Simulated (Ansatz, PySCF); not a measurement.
Gas-phase reaction (SMILES): FC(F)(F)[Si](F)(F)F [trifluoro(trifluoromethyl)silane] + 7 [H][H] (H2) → C (CH4) + 6 F (HF) + [SiH4] (SiH4); energy of full hydrogenation.

Geometries: B3LYP-D3(BJ)/def2-TZVP minima from Ansatz (a program for electronic structure), one conformer each, not searched for the lowest. Correlated levels leave the core frozen unless marked. Spin-orbit coupling is left out. Non-relativistic. CBS(X,Y): correlation extrapolated as X^-3; Hartree-Fock from the larger set. Thermal terms are rigid-rotor harmonic-oscillator values from B3LYP-D3(BJ) frequencies (PySCF) at 298.15 K and 1 atm. 1 Eh = 627.5095 kcal/mol.

| species | E, CCSD(T)/CBS(cc-pV(T+d)Z,cc-pV(Q+d)Z) (Ansatz) (Eh) | E, wB97M-V/def2-TZVPD (Ansatz) (Eh) | H - E (Eh) |
|---|---|---|---|
| FC(F)(F)[Si](F)(F)F | -926.07308 | -927.01723 | 0.03268 |
| [H][H] (H2) | -1.17450 | -1.16077 | 0.01336 |
| C (CH4) | -40.45816 | -40.49098 | 0.04840 |
| F (HF) | -100.39146 | -100.46200 | 0.01259 |
| [SiH4] (SiH4) | -291.45815 | -291.84546 | 0.03520 |

Problem. Work out ΔE and ΔH at 298.15 K at the first level, then ΔH at the second.

Solution. 
1. ΔE = [(-40.45816) + 6×(-100.39146) + (-291.45815)] - [(-926.07308) + 7×(-1.17450)] = 0.02951 Eh = 18.5 kcal/mol at CCSD(T)/CBS(cc-pV(T+d)Z,cc-pV(Q+d)Z).
2. The terms H - E add up to 0.03294 Eh, so ΔH = (0.02951 + (0.03294))×627.5095 = 39.2 kcal/mol.
3. At wB97M-V/def2-TZVPD the same steps give ΔE = 21.4 and ΔH = 42.1 kcal/mol, a shift of +2.9 from the first level.
4. These values are not checked against measurement here, since the tables used lack a sound gas-phase enthalpy of formation for at least one species.
